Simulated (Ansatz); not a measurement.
Ge(NCO)4 (GeC4N4O4), relaxed as a singlet with RKS PBE-D4/def2-SVP in Ansatz, starting from the GFN2-xTB geometry. Force threshold 0.03 eV/Å.

Start:

```xyz
13

Ge   -0.010   -0.003    0.011
N     0.483    1.408   -0.929
C     0.836    2.354   -1.564
O     1.172    3.267   -2.176
N    -0.416    0.499    1.654
C    -0.671    0.842    2.767
O    -0.921    1.173    3.839
N     1.310   -1.174    0.064
C     2.206   -1.960    0.079
O     3.069   -2.719    0.097
N    -1.428   -0.746   -0.734
C    -2.362   -1.234   -1.291
O    -3.267   -1.707   -1.818
```

Q: Estimate the energy that the relaxation releases and the steps that it takes.

A: 36.8 kJ/mol, in 22 steps; 52 s on 4 threads of Arm Neoverse V1 on a shared host. The force fell under the threshold at step 4, but the optimiser went on and released 0.095 eV more. No frequencies were taken in this run, so the end may be a saddle point.

Q: Does the start keep its bonding?

A: By distances, no bond broke or formed. The bond that changes most is Ge1–N8, from 1.77 to 1.81 Å (atoms count from 1).

Q: Predict the relaxed structure.

A: 
```csv
atom,x (Å),y (Å),z (Å)
Ge1,-0.090,0.031,0.068
N2,0.209,1.184,-1.295
C3,0.813,2.207,-1.582
O4,1.360,3.184,-1.945
N5,-0.599,0.965,1.528
C6,-0.625,0.907,2.748
O7,-0.688,0.936,3.922
N8,1.408,-0.902,0.482
C9,2.102,-1.828,0.087
O10,2.826,-2.703,-0.219
N11,-1.393,-1.121,-0.430
C12,-2.242,-1.302,-1.289
O13,-3.081,-1.556,-2.074
```
Bond lengths: 4 × Ge–N 1.81 Å; 4 × C–N 1.22 Å; 4 × C–O 1.18 Å.
